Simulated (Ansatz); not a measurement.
Relaxation of AsSe2 with UKS PBE0-D4/def2-TZVP.

```sh
$ ansatz run in.yaml --threads 4 --pin off --events-out ev --progress --plain --max-ram 3916MiB
```

```yaml
crystal:
  periodic: [false, false, false]
  atoms:
    - {symbol: As, position_ang: [1.499460, 0.189700, 1.113470]}
    - {symbol: Se, position_ang: [-1.704480, 0.489440, -0.675390]}
    - {symbol: Se, position_ang: [0.205030, -0.679140, -0.438070]}
basis:
  gaussian: {orbitals: def2-TZVP}
magnetization: {spin_polarized: true, initial_magnetization: 1}
hamiltonian: {xc: pbe0, dispersion: d4}
scf: {lower_state_search: "off"}
output: {orbitals: {seedname: orbitals}}
relax: {f_tol: 0.02, max_steps: 100}
```

Hardware: 4 threads of Arm Neoverse V1 on a shared host. Wall time 17 s.

Positions (Å) and forces (eV/Å) at steps 1, 2, 3, 4, 5 of 5:

```xyz
3
step=1 energy=-191517.6436 eV
As    1.499    0.190    1.113    0.640    0.527    0.848
Se   -1.704    0.489   -0.675    0.206   -0.060    0.081
Se    0.205   -0.679   -0.438   -0.846   -0.467   -0.929
3
step=2 energy=-191517.7004 eV
As    1.495    0.215    1.132    0.130    0.146    0.205
Se   -1.686    0.496   -0.658    0.064   -0.004    0.038
Se    0.191   -0.711   -0.474   -0.194   -0.142   -0.242
3
step=3 energy=-191517.7027 eV
As    1.448    0.238    1.121    0.163    0.080    0.171
Se   -1.645    0.510   -0.621   -0.097    0.033   -0.034
Se    0.197   -0.748   -0.501   -0.067   -0.113   -0.137
3
step=4 energy=-191517.7065 eV
As    1.477    0.232    1.134    0.009    0.008    0.012
Se   -1.666    0.505   -0.638    0.017   -0.010    0.002
Se    0.190   -0.737   -0.496   -0.026    0.003   -0.014
3
step=5 energy=-191517.7066 eV
As    1.476    0.233    1.135    0.001    0.000    0.000
Se   -1.666    0.505   -0.638    0.005   -0.003    0.000
Se    0.189   -0.737   -0.497   -0.005    0.003   -0.001
```

The charge 0 doublet is spin-contaminated (final ⟨S²⟩ up to 1.36, 0.75 for a pure state). The relaxation made no stability test and no search for a lower SCF solution. Another isomer (doublet) lies 1.04 eV lower at PBE0-D4/def2-TZVP; other spin states weren't run for this one.
